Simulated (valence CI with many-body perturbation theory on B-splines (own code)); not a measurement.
# Rb⁴⁺: calculated level list

Computed by configuration interaction combined with many-body perturbation theory (CI+MBPT): five valence electrons over a frozen Dirac-Fock core [Ar] 3d10, a basis of 11 s, 11 p, 10 d, 8 f, 5 g, 2 h functions for each j, with the one-electron correlation potential Σ1, the two-electron term Σ2, the three-electron term Σ3, Breit, model QED; selected CI, second order for the rest, scaled by the run's own slope (own B-spline code, finite nucleus).

Against 17 measured levels this calculation errs by 116 cm⁻¹ on average and by 227 at most. These come from a selection out of Sansonetti, J. Phys. Chem. Ref. Data 35, 301 (2006). Levels without a partner in it may be off by more. Among the levels kept, up to 3400 cm⁻¹ of a level comes from second order outside the variational space, and about a tenth of that is noise between levels of different J, which matters for small intervals. 2 measured levels below the end of the list, from 268680 cm⁻¹ on, found no clear computed partner, and computed levels of the same name lie up to 4452 cm⁻¹ from them.

Levels 136 to 180 of 180, with energies above the lowest level, 4s2 4p3 4S°_3/2. "Leading %" is the weight of the configuration and term that name the level; weights of strongly mixed levels are sums over their largest components and can fall short. In the jj column 3d3/2^4 stands for four electrons in 3d with j = 3/2. Lifetimes count E1, E2, E3, M1 and M2 decay at the calculated energies, and are blank where another channel may lead or the interval is too uncertain; long ones can be off by a factor of two.

```
No.  Configuration  Term     J  E (cm⁻¹)  Leading %  Lifetime                     Leading jj     Second component
136     4s2 4p2 5d    4F   9/2    383480         87    453 ps  4s^2 4p1/2 4p3/2 5d5/2 (59 %)    8 % 4s2 4p2 5d 2G
137      4s 4p3 5s   4S°   3/2    384080         83   35.9 ps     4s 4p1/2 4p3/2^2 5s (44 %)                     
138     4s2 4p2 5d    4D   7/2    384130         45    436 ps  4s^2 4p1/2 4p3/2 5d3/2 (43 %)   28 % 4s2 4p2 5d 2F
139     4s2 4p2 4f   2G°   9/2    384230         55    261 ps  4s^2 4p1/2 4p3/2 4f7/2 (52 %)  15 % 4s2 4p2 4f 2H°
140      4s 4p3 4d   2F°   5/2    385470         43   87.6 ps  4s 4p1/2 4p3/2^2 4d5/2 (24 %)  25 % 4s2 4p2 4f 2F°
141     4s2 4p2 5d    4P   1/2    385610         76    181 ps  4s^2 4p1/2 4p3/2 5d3/2 (42 %)    9 % 4s2 4p2 5d 2P
142     4s2 4p2 5d    4D   5/2    385700         57    293 ps  4s^2 4p1/2 4p3/2 5d3/2 (32 %)   21 % 4s2 4p2 5d 4P
143     4s2 4p2 5d    4P   3/2    385750         52    231 ps  4s^2 4p1/2 4p3/2 5d3/2 (51 %)   34 % 4s2 4p2 5d 4D
144      4s 4p3 4d   4D°   7/2    385800         60   34.6 ps  4s 4p1/2 4p3/2^2 4d5/2 (27 %)   9 % 4s2 4p 4d2 4D°
145     4s2 4p2 5d    2P   1/2    386600         66    268 ps  4s^2 4p1/2 4p3/2 5d5/2 (34 %)   23 % 4s2 4p2 5d 4D
146      4s 4p3 4d   4D°   5/2    387060         62   33.7 ps  4s 4p1/2 4p3/2^2 4d5/2 (30 %)   9 % 4s2 4p 4d2 4D°
147      4s 4p3 4d   4D°   3/2    387360         33   37.3 ps  4s 4p1/2 4p3/2^2 4d3/2 (18 %)  18 % 4s2 4p2 4f 2D°
148      4s 4p3 4d   4D°   1/2    387640         63   29.6 ps  4s 4p1/2 4p3/2^2 4d3/2 (26 %)   8 % 4s2 4p 4d2 4D°
149     4s2 4p2 4f   2D°   3/2    388060         45   55.1 ps  4s^2 4p1/2 4p3/2 4f5/2 (28 %)   23 % 4s 4p3 4d 4D°
150     4s2 4p2 4f   2D°   5/2    388400         42   60.7 ps      4s^2 4p3/2^2 4f7/2 (20 %)   23 % 4s 4p3 4d 2D°
151     4s2 4p2 5d    2F   7/2    388540         61    234 ps      4s^2 4p3/2^2 5d5/2 (39 %)   23 % 4s2 4p2 5d 4D
152     4s2 4p2 6s    4P   1/2    388620         71    183 ps         4s^2 4p1/2^2 6s (76 %)   18 % 4s2 4p2 6s 2P
153     4s2 4p2 4f   2H°   9/2    389530         53    101 ps      4s^2 4p3/2^2 4f5/2 (30 %)  16 % 4s2 4p2 4f 4F°
154     4s2 4p2 4f   2G°   7/2    389770         29    215 ps      4s^2 4p3/2^2 4f7/2 (39 %)  21 % 4s2 4p2 4f 2F°
155     4s2 4p2 4f   2H°  11/2    390020         78    135 ps      4s^2 4p3/2^2 4f7/2 (60 %)  11 % 4s2 4p2 4f 4G°
156     4s2 4p2 5d    2D   5/2    390030         75    191 ps  4s^2 4p1/2 4p3/2 5d5/2 (43 %)   18 % 4s2 4p2 5d 2F
157     4s2 4p2 4f   2P°   3/2    390360         24   48.9 ps  4s 4p1/2 4p3/2^2 4d5/2 (22 %)   12 % 4s 4p3 4d 2P°
158     4s2 4p2 5d    2D   3/2    390620         82    211 ps  4s^2 4p1/2 4p3/2 5d5/2 (63 %)   10 % 4s2 4p2 5d 2P
159     4s2 4p2 4f   4F°   3/2    391060         19   53.1 ps  4s 4p1/2 4p3/2^2 4d3/2 (27 %)   12 % 4s 4p3 4d 2P°
160     4s2 4p2 4f   4F°   7/2    391100         43   57.3 ps      4s^2 4p3/2^2 4f5/2 (24 %)   32 % 4s 4p3 4d 4F°
161     4s2 4p2 4f   4F°   5/2    391270         39   57.8 ps      4s^2 4p3/2^2 4f5/2 (26 %)   28 % 4s 4p3 4d 4F°
162     4s2 4p2 4f   4F°   9/2    391380         35   75.0 ps      4s^2 4p3/2^2 4f5/2 (36 %)   18 % 4s 4p3 4d 4F°
163      4s 4p3 4d   2P°   1/2    391500         35   36.2 ps  4s 4p1/2 4p3/2^2 4d5/2 (19 %)  34 % 4s2 4p2 4f 2P°
164      4s 4p3 4d   2D°   3/2    392160         44   46.1 ps  4s 4p1/2 4p3/2^2 4d5/2 (26 %)  13 % 4s2 4p2 4f 4F°
165      4s 4p3 4d   2F°   5/2    393230         42   76.9 ps  4s 4p1/2 4p3/2^2 4d5/2 (37 %)   10 % 4s 4p3 4d 2D°
166     4s2 4p2 6s    4P   3/2    393400         86    190 ps     4s^2 4p1/2 4p3/2 6s (95 %)    9 % 4s2 4p2 6s 2P
167      4s 4p3 4d   2D°   5/2    393890         38   81.5 ps  4s 4p1/2 4p3/2^2 4d5/2 (30 %)   16 % 4s 4p3 4d 2F°
168     4s2 4p2 6s    2P   1/2    394440         75   98.4 ps     4s^2 4p1/2 4p3/2 6s (93 %)   20 % 4s2 4p2 6s 4P
169      4s 4p3 4d   2F°   7/2    395640         48   69.2 ps      4s^2 4p3/2^2 4f7/2 (19 %)  22 % 4s2 4p2 4f 2F°
170     4s2 4p2 4f   2P°   1/2    396100         45   77.6 ps      4s^2 4p3/2^2 4f5/2 (28 %)   32 % 4s 4p3 4d 2P°
171     4s2 4p2 5d    2F   7/2    397500         66    291 ps      4s^2 4p3/2^2 5d5/2 (51 %)   20 % 4s2 4p2 5d 2G
172     4s2 4p2 6s    4P   5/2    397930         83    194 ps     4s^2 4p1/2 4p3/2 6s (63 %)   11 % 4s2 4p2 6s 2D
173     4s2 4p2 4f   2P°   3/2    397950         43   54.1 ps      4s^2 4p3/2^2 4f7/2 (20 %)   36 % 4s 4p3 4d 2P°
174     4s2 4p2 6s    2P   3/2    399170         57   99.3 ps     4s^2 4p1/2 4p3/2 6s (53 %)   18 % 4s2 4p2 5d 2D
175     4s2 4p2 5d    2F   5/2    399190         44    205 ps      4s^2 4p3/2^2 5d3/2 (62 %)   36 % 4s2 4p2 5d 2D
176     4s2 4p2 5d    2G   9/2    399530         87    454 ps      4s^2 4p3/2^2 5d5/2 (59 %)    8 % 4s2 4p2 5d 4F
177     4s2 4p2 5d    2D   3/2    399720         65    195 ps      4s^2 4p3/2^2 5d3/2 (38 %)   17 % 4s2 4p2 6s 2P
178     4s2 4p2 5d    2G   7/2    400210         61    255 ps      4s^2 4p3/2^2 5d3/2 (70 %)   29 % 4s2 4p2 5d 2F
179     4s2 4p2 5d    2D   5/2    401830         62    190 ps      4s^2 4p3/2^2 5d5/2 (73 %)   30 % 4s2 4p2 5d 2F
180     4s2 4p2 5d    2P   1/2    401950         90    310 ps      4s^2 4p3/2^2 5d3/2 (28 %)
```

Names give the largest LS component (configuration and term), which can be under half, so a name can repeat, a term be missing and a line seem to break the LS rules; names also repeat where a configuration has a term twice.

Where two levels of one J and parity lie close, their mixing, g and order are uncertain.
